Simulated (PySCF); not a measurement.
BH3N, SMILES [BH]N (connectivity only; charge and spin as stated), charge +1, multiplicity 1.

The structure is a stationary point at TPSSh-D3(BJ)/def2-TZVP. The spin state was assumed, not searched. The isomer is the one that the SMILES or the coordinates give; other isomers of the formula were not compared.

Computed with B3LYP/def2-TZVPD (PySCF).

Gas-phase values at a fixed geometry.

Estimate the frontier levels, gap, dipole moment and polarisability. (The exact figures need the calculation; the answer reports its results.)


| Property | Result |
|---|---|
| highest occupied level | -16.68 eV |
| lowest empty level | -9.11 eV |
| orbital gap | 7.57 eV |
| dipole moment about the centre of nuclear charge | 0.46 D |
| mean static polarisability | 17.4 bohr³ (2.57 Å³) |
| polarisability, principal values | 14.0, 15.1, 23.0 bohr³ |
